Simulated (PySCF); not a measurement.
C2H3F3O. Atoms are numbered in the order given.

```xyz
9

O     -1.9796    -0.0210     0.2825
C     -0.8161     0.7336     0.4460
C      0.4186    -0.0119    -0.0343
F      0.2701    -0.3692    -1.3294
F      1.5090     0.7653     0.0542
F      0.6467    -1.1289     0.6640
H     -2.0857    -0.2112    -0.6600
H     -0.6892     0.9417     1.5188
H     -0.8345     1.7033    -0.0890
```

Geometry optimised at B3LYP-D3(BJ)/def2-SVP. One conformer was computed; it need not be the lowest.

Computed with KT2/pcSseg-1 (PySCF).

GIAO shieldings, no solvent; atoms listed in one row are averaged. δ = σ(ref) − σ: ¹⁷O against H2O (σ = 330.4 ppm); ¹³C against TMS (σ = 185.1 ppm); ¹⁹F against CFCl3 (σ = 127.1 ppm); ¹H against TMS (σ = 31.47 ppm), references at their B3LYP-D3(BJ)/def2-TZVP geometries, non-relativistic.

Question: Estimate the chemical shifts. (The exact figures need the calculation; the answer reports its results.)

Answer: 
```tsv
nucleus	atoms	count	δ (ppm)
¹⁷O	O1	1	20.8
¹³C	C3	1	133.9
¹³C	C2	1	68.3
¹⁹F	F4, F5, F6	3	-124.9
¹H	H9	1	4.21
¹H	H8	1	4.08
¹H	H7	1	0.68
```
